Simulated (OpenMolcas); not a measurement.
# Ce3+: ligand-field states by method

Ce3+ with 6 ligands (fluoride) in tetragonal octahedral coordination (D4h) at 2.32 Å, the axial distance 2.181 Å. A charge of +0.5 e stands 2.4 Å behind each ligand. Ligand basis ANO-RCC-VDZP.

```
Program             : OpenMolcas
Basis               : ANO-RCC-VDZP [7s6p4d2f1g]
Scalar Hamiltonian  : DKH2, point nucleus
Active space        : 1 electron in 7 orbitals (4f)
State averaging     : 2S+1 = 2 odd, 7 roots
Spin-orbit coupling : state interaction with AMFI integrals over the reference wave functions
```

I. CASSCF
II. SS-CASPT2, IPEA 0.25 Eh, imaginary shift 0.1 Eh (closed shells correlated: 5s 5p and the ligand valence shells)

Spin-free states (labels of D4, the rotations of D4h) in cm-1, each column counted from its own energy of the first state listed:

```json
{"State": "2B1", "Degeneracy": "1", "I": "0", "II": "0"}
{"State": "2B2", "Degeneracy": "1", "I": "624", "II": "710"}
{"State": "2E", "Degeneracy": "2", "I": "772", "II": "700"}
{"State": "2E", "Degeneracy": "2", "I": "1893", "II": "1940"}
{"State": "2A2", "Degeneracy": "1", "I": "2496", "II": "2770"}
```

From I to II, I's first state of the same spin (2B2) moves from 624 to 710 cm-1, by about +87 cm-1. In II another state of that kind comes below it.

With spin-orbit coupling the lowest J multiplet is 1190 (I), 1206 (II) cm-1 wide, a factor of 1.01 from I to II.

χT at 300 K: I 0.39, II 0.38 cm3 K/mol.

Over all roots computed the reference weight is 0.71 in II; a low but even weight reflects the number of correlated electrons. Splittings of an f shell from a small cluster at a set distance can be off by tens of per cent, mostly too small (holds for II). No measured value stands beside these numbers; the geometry is a model, was not optimised and need not be the one that this ion takes.
